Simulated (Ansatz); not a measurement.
A trace of molecular dynamics of BCl2HO (5 atoms, charge 0, multiplicity 1).

The calculation used RKS r2SCAN/def2-SVP in Ansatz.

* ensemble: NVT, Nosé–Hoover chain
* set temperature: 300 K
* thermostat: time constant 100 fs, chain length 5
* seed: 53670

| time (fs) | T (K) | potential energy less start (eV) | conserved less start (meV/atom) |
| --- | --- | --- | --- |
| 0 | 300 | 0.000 | 0.00 |
| 12 | 78 | 0.088 | 0.29 |
| 24 | 144 | 0.064 | 0.50 |
| 36 | 174 | 0.056 | 0.48 |
| 48 | 83 | 0.091 | 0.22 |
| 60 | 294 | 0.014 | 0.05 |
| 72 | 97 | 0.098 | 0.24 |
| 84 | 202 | 0.063 | 0.45 |
| 96 | 186 | 0.082 | 0.64 |
| 108 | 127 | 0.112 | 0.45 |
| 120 | 342 | 0.043 | 0.19 |
| 132 | 201 | 0.110 | 0.20 |
| 144 | 343 | 0.070 | 0.38 |
| 156 | 124 | 0.177 | 0.96 |
| 168 | 231 | 0.144 | 0.83 |
| 180 | 476 | 0.062 | 0.49 |
| 192 | 344 | 0.119 | 0.15 |
| 204 | 445 | 0.089 | 0.23 |
| 216 | 77 | 0.244 | 1.17 |
| 228 | 245 | 0.185 | 1.30 |
| 240 | 517 | 0.085 | 0.76 |
| 252 | 461 | 0.108 | 0.01 |
| 264 | 449 | 0.120 | 0.06 |
| 276 | 216 | 0.226 | 1.24 |
| 288 | 238 | 0.230 | 1.66 |
| 300 | 441 | 0.158 | 1.08 |

Question: Can this run be trusted? Judge the integration.

Answer: The conserved energy stayed within 1.7 meV per atom of its start (net change 1.1 meV per atom), so the integration is sound. The schedule's set-point averaged 500 K over the second half and the system 346 K, so it lags behind the ramp. A run of 0.3 ps of so small a system gives no equilibrium averages. The time step was 1 fs.

The run took 16 min on 1 thread of Arm Neoverse V2 (shared host), peak memory 0.12 GiB.
